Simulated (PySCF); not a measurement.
Computed IR spectrum (relative IR intensity) of a molecule C₅H₉N. Geometry: PBE-D3(BJ)/def2-SVP. One conformer was computed; it need not be the lowest. Method: PBE-D3(BJ)/def2-SVP (PySCF 2.14.0). Harmonic, unscaled wavenumbers; measured fundamentals usually lie a few per cent lower.

ν (cm⁻¹): 351 (w), 502 (w), 637 (m), 651 (m), 753 (s), 978 (vw), 1007 (w), 1033 (vw), 1097 (vw), 1126 (w), 1176 (m), 1197 (vw), 1256 (w), 1342 (w), 1411 (w), 1454 (m), 2169 (w), 2846 (m), 2855 (vs), 2949 (w), 2987 (m), 2991 (m), 3007 (w), 3052 (w), 3410 (s) (against the strongest line: vs over 80 %, s over 45 %, m over 15 %, w over 4 %, vw less)

Question: Pick the molecule that these values belong to.
A) C#CCCNC
B) C=C=CCNC
C) C=C=C(C)CN
D) C=CC(N)C=C

Answer: A, C#CCCNC
